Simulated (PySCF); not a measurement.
**In: excitation energy**

In [Kr] 4d10 5s2 5p1 (2P) → In [Kr] 4d10 5s2 6s1 (2S), as a difference of total energies. Calculation: PySCF 2.14, in aug-cc-pVTZ-DK3; the spin-free X2C one-electron Hamiltonian (Gaussian nucleus). Correlated levels: valence: [Kr] 4d10 frozen. The calculations carry no spin-orbit coupling.

```csv
method,excitation energy (eV),error (eV)
UHF,2.717,-0.122
LDA,2.831,-0.008
PBE,2.707,-0.132
PBE0,2.782,-0.057
r2SCAN,2.942,+0.103
TPSS,2.740,-0.099
B2PLYP,2.817,-0.022
BLYP,2.739,-0.100
wB97X,2.891,+0.052
MP2 (valence),2.769,-0.070
SCS-MP2 (valence),2.773,-0.066
```

Reference: 2.839 eV (measured; NIST levels, between the centres of gravity of the two terms).

Errors of the correlated levels include the incompleteness of this basis and the frozen core.
